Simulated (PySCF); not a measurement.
# C₆ coefficients of unlike pairs at UHF

Calculated with PySCF 2.14 from the dipole response of each species, C₆(A,B) = (3/π) ∫ α_A(iu) α_B(iu) du, in atomic units, from isotropic polarisabilities. For ions this is the dispersion term alone; charge-induced terms of lower order in 1/R come first.

```csv
species,configuration,basis,relativity,α (bohr³),C₆ (like pair)
As³⁺,[Ar] 3d10 4s2 (1S),"aug-cc-pVQZ-PP with one added diffuse shell each of s, p, d, f, g type with ECP10MDF (8s7p6d4f3g)",core potential,7.721,24.32
Ti⁺,[Ar] 3d2 4s1 (4F),dyall-av2z (16s12p7d2f),none,64.43,441.1
Xe,[Xe] (1S),"aug-cc-pVQZ-PP with one added diffuse shell each of s, p, d, f, g type with ECP28MDF (8s8p6d4f3g)",core potential,26.75,280.1
Mg⁺,[Ne] 3s1 (2S),"aug-cc-pCVTZ-DK with one added diffuse shell each of s, p, d, f type (9s8p6d4f)",spin-free X2C,38.50,177.5
```

(1) Estimate C₆ for Mg⁺ with As³⁺.

No spin-orbit coupling is included.

The other pairs:

```json
{"pair": "Ti⁺, As³⁺", "C₆": "88.36"}
{"pair": "Mg⁺, Ti⁺", "C₆": "278.9"}
{"pair": "Xe, Ti⁺", "C₆": "302.1"}
{"pair": "Xe, As³⁺", "C₆": "82.48"}
{"pair": "Mg⁺, Xe", "C₆": "190.4"}
```

## Answers

(1) The integral gives 55.64. The combination rule 2 C_A C_B / (C_A α_B/α_A + C_B α_A/α_B) gives 55.04 and the geometric mean 65.70.
